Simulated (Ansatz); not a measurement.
Molecule: difluoro(fluorosilyl)silane, Si2H3F3, net charge 0, singlet state. SMILES: F[SiH](F)[SiH2]F
Geometry: optimised at B3LYP-D3(BJ)/def2-TZVP (Ansatz, a quantum-chemistry and plane-wave program).

Wanted: vertical ionisation energy to the doublet, in eV. Set-up: open shells spin-unrestricted; frozen cores in correlated levels; each state is the SCF solution reached for its charge and spin; six Cartesian d functions in 6-31G* and its kin unless marked 5d; no dispersion term unless named; no spin-orbit coupling; 6-311+G** with 5d, 6d on Na to Ar in Ansatz; non-relativistic. CBS(X,Y): correlation extrapolated as X^-3; Hartree-Fock from the larger set. The bracket is a focal-point correction in the basis named. First-principles rows: single points at B3LYP-D3(BJ) geometries (Ansatz).

Coupled cluster (Ansatz) is a level with limits of its own, used here on species with T1 under 0.025 (0.045 for open shells) and stable references: RI-MP2/CBS(aug-cc-pV(T+d)Z,aug-cc-pV(Q+d)Z)+[CCSD(T)-MP2]/aug-cc-pV(T+d)Z.

Value to compare with, RI-MP2/CBS(aug-cc-pV(T+d)Z,aug-cc-pV(Q+d)Z)+[CCSD(T)-MP2]/aug-cc-pV(T+d)Z (Ansatz): 11.30 eV.

```
level             program  vertical ionisation energy to the doublet (eV)  difference
----------------  -------  ----------------------------------------------  ----------
B3LYP/STO-3G       Ansatz                                            6.74       -4.56
B3LYP/3-21G        Ansatz                                           10.69       -0.61
B3LYP/6-31G*       Ansatz                                           10.71       -0.59
B3LYP/6-311+G**    Ansatz                                           11.07       -0.23
B3LYP/def2-TZVPD   Ansatz                                           10.91       -0.39
```

Among the 4 habitual levels, B3LYP/STO-3G lies farthest from RI-MP2/CBS(aug-cc-pV(T+d)Z,aug-cc-pV(Q+d)Z)+[CCSD(T)-MP2]/aug-cc-pV(T+d)Z (Ansatz) (-4.56 eV) and B3LYP/6-311+G** nearest (-0.23); 0 of 4 lie above it, and their mean absolute difference is 1.50 eV, the median 0.60. One case shows no general order.

The sets are all those run for this method; left out are runs that failed, that the program found above a lower state of the same kind, or whose <S^2> lies over 0.5 above the pure value.
